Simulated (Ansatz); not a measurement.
Perylene (C₂₀H₁₂). Charge 0, multiplicity 3. Geometry PBE-D4/def2-SVP, that of the neutral singlet; atoms count from 1.

```xyz
32

C     1.1858   -2.6209    2.4561
C     1.7647   -3.1020    1.2920
C     1.5832   -2.4115    0.0606
C     2.1724   -2.8955   -1.1413
C     1.9885   -2.2143   -2.3346
C     1.2153   -1.0348   -2.3675
C     0.6112   -0.5114   -1.2156
C    -0.1975    0.7211   -1.2465
C    -0.4096    1.4432   -2.4294
C    -1.1844    2.6218   -2.4558
C    -1.7644    3.1022   -1.2919
C    -1.5834    2.4114   -0.0606
C    -2.1736    2.8947    1.1411
C    -1.9899    2.2133    2.3343
C    -1.2161    1.0343    2.3673
C    -0.6111    0.5114    1.2156
C     0.1982   -0.7206    1.2467
C     0.4112   -1.4422    2.4298
C     0.7914   -1.2050    0.0303
C    -0.7912    1.2052   -0.0303
H     1.3261   -3.1546    3.4082
H     2.3710   -4.0209    1.3004
H     2.7737   -3.8168   -1.1036
H     2.4439   -2.5884   -3.2640
H     1.0920   -0.5229   -3.3314
H     0.0339    1.0936   -3.3715
H    -1.3241    3.1559   -3.4078
H    -2.3710    4.0208   -1.3004
H    -2.7754    3.8157    1.1032
H    -2.4461    2.5869    3.2635
H    -1.0931    0.5222    3.3311
H    -0.0315   -1.0920    3.3720
```

Single mean-field runs in def2-TZVP are fitted with def2-universal-jkfit. At PBE0-D4/def2-TZVP a singlet of charge 0 lies 1.66 eV below the triplet at the same geometry.

Problem. Estimate the Mulliken populations of the heavy atoms from the PBE0/def2-TZVP orbitals of Ansatz.

Solution. 
```json
{"atom": "C1", "charge (e)": "-0.10", "spin (α − β)": "-0.11"}
{"atom": "C2", "charge (e)": "-0.21", "spin (α − β)": "0.35"}
{"atom": "C3", "charge (e)": "0.19", "spin (α − β)": "-0.15"}
{"atom": "C4", "charge (e)": "-0.21", "spin (α − β)": "0.35"}
{"atom": "C5", "charge (e)": "-0.10", "spin (α − β)": "-0.11"}
{"atom": "C6", "charge (e)": "-0.24", "spin (α − β)": "0.31"}
{"atom": "C7", "charge (e)": "0.13", "spin (α − β)": "0.08"}
{"atom": "C8", "charge (e)": "0.13", "spin (α − β)": "0.08"}
{"atom": "C9", "charge (e)": "-0.24", "spin (α − β)": "0.31"}
{"atom": "C10", "charge (e)": "-0.10", "spin (α − β)": "-0.11"}
{"atom": "C11", "charge (e)": "-0.21", "spin (α − β)": "0.35"}
{"atom": "C12", "charge (e)": "0.19", "spin (α − β)": "-0.15"}
{"atom": "C13", "charge (e)": "-0.21", "spin (α − β)": "0.35"}
{"atom": "C14", "charge (e)": "-0.10", "spin (α − β)": "-0.11"}
{"atom": "C15", "charge (e)": "-0.24", "spin (α − β)": "0.31"}
{"atom": "C16", "charge (e)": "0.13", "spin (α − β)": "0.08"}
{"atom": "C17", "charge (e)": "0.13", "spin (α − β)": "0.08"}
{"atom": "C18", "charge (e)": "-0.24", "spin (α − β)": "0.31"}
{"atom": "C19", "charge (e)": "-0.01", "spin (α − β)": "-0.04"}
{"atom": "C20", "charge (e)": "-0.01", "spin (α − β)": "-0.04"}
```
Mulliken values depend strongly on the basis.

Problem. Where does the spin sit?

Solution. Summed by element: C 2.13, H -0.13, of 2 unpaired in all. Largest on single atoms: C11 0.35, C13 0.35, C2 0.35.

Problem. And the Mayer bond orders between heavy atoms (over 0.3)?

Solution. C1–C2 1.37 (1.39 Å); C1–C18 1.44 (1.41 Å); C2–C3 1.23 (1.42 Å); C3–C4 1.23 (1.42 Å); C3–C19 1.25 (1.44 Å); C4–C5 1.37 (1.39 Å); C5–C6 1.44 (1.41 Å); C6–C7 1.24 (1.40 Å); C7–C8 1.15 (1.47 Å); C7–C19 1.24 (1.44 Å); C8–C9 1.24 (1.40 Å); C8–C20 1.24 (1.44 Å); C9–C10 1.44 (1.41 Å); C10–C11 1.37 (1.39 Å); C11–C12 1.23 (1.42 Å); C12–C13 1.23 (1.42 Å); C12–C20 1.25 (1.44 Å); C13–C14 1.37 (1.39 Å); C14–C15 1.44 (1.41 Å); C15–C16 1.24 (1.40 Å); C16–C17 1.15 (1.47 Å); C16–C20 1.24 (1.44 Å); C17–C18 1.24 (1.40 Å); C17–C19 1.24 (1.44 Å).
